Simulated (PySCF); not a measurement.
Species: sum formula H3BPO2, net charge -1, singlet state. It need not be the lowest isomer of its formula. Whether it binds its extra electron was not tested at this geometry. SMILES: OB([PH-])O
Structure (B3LYP-D3(BJ)/def2-TZVP (Ansatz) minimum search):
```xyz
7

O     -0.2591     1.4676     0.7872
B     -0.2931     0.2169     0.1471
O     -1.6253    -0.2743     0.0552
P      1.1438    -0.7593    -0.5293
H     -1.1642     1.7073     1.0200
H     -1.6086    -1.1276    -0.3863
H      2.1575     0.1788    -0.1688
```
Charge -1, spin multiplicity 1.

Dispersion corrections to the total energy (kcal/mol) from the dftd3 and dftd4 libraries through PySCF: D3(BJ) without and D4 with the three-body term, each with the damping fitted for the functional named.

| functional | D3(BJ) | D4 |
|---|---|---|
| TPSS | … | -4.57 |
| B2GP-PLYP | -2.05 | -1.39 |
| TPSSh | -3.31 | -4.13 |
| LC-wPBE | … | -3.76 |
| BP86 | -4.67 | -4.48 |
| B2PLYP | -2.40 | -2.34 |
| PBE0 | … | -2.81 |

Complete the blanks.


- TPSS, D3(BJ): -3.61
- LC-wPBE, D3(BJ): -2.72
- PBE0, D3(BJ): -2.47
